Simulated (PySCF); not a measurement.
F$_{5}$Nb, charge -1, doublet, at a GFN2-xTB geometry (such geometries of metal compounds can be far from the true shape) (the multiplicity is a formal guess) (all electrons, no relativity). Base run: PBE0/3-21G in PySCF.

Geometry (Å):
```xyz
6

Nb    -0.0126    -0.1119     0.0484
F      0.9165    -0.9109    -1.3041
F     -0.9620     0.5058     1.4795
F     -0.7822     1.1156    -1.3885
F     -0.2024    -1.7998     0.7794
F      1.0875     1.5989     0.2130
```
Charge -1, spin multiplicity 2.
Orbitals are unrestricted.
All else is at PySCF's defaults.

Each row names what was changed in the base input (with any setting that the change needs).

```
change                                                                                         basis functions       E (Eh)  HOMO (eV)
---------------------------------------------------------------------------------------------  ---------------  -----------  ---------
base                                                                                                        81  -4233.86758      -0.10
basis = ANO-RCC-VDZP; relativity = none                                                                    113  -4200.86178      -1.24
basis = x2c-SVPall; relativity = spin-free X2C; nucleus = Gaussian (with mol.nucmod = 'G')                 123  -4317.96352      -0.61
basis = jorge-DZP-DKH; relativity = spin-free X2C                                                          123  -4318.33058       0.25
basis = x2c-SVPall; relativity = none                                                                      123  -4214.33178      -0.56
basis = x2c-SVPall; relativity = spin-free X2C                                                             123  -4318.00295      -0.61
basis = jorge-DZP-DKH; relativity = none                                                                   123  -4232.25429       0.35
basis = ANO-RCC-VDZP; relativity = spin-free X2C                                                           113  -4318.87734      -1.23
basis = ANO-RCC-VDZP; relativity = spin-free X2C; nucleus = Gaussian (with mol.nucmod = 'G')               113  -4318.82607      -1.23
basis = jorge-DZP-DKH; relativity = spin-free X2C; nucleus = Gaussian (with mol.nucmod = 'G')              123  -4318.28551       0.25
```

Absolute energies of different levels of theory aren't comparable as measures of quality.

Open shells are given as the SCF converged; they aren't shown to be the lowest states, and a large step between rows can be another state.

Basis sets contracted for a relativistic Hamiltonian are a mismatch without it, so the rows without relativity aren't non-relativistic limits. No row has spin-orbit coupling; sets with core potentials leave out the core electrons.
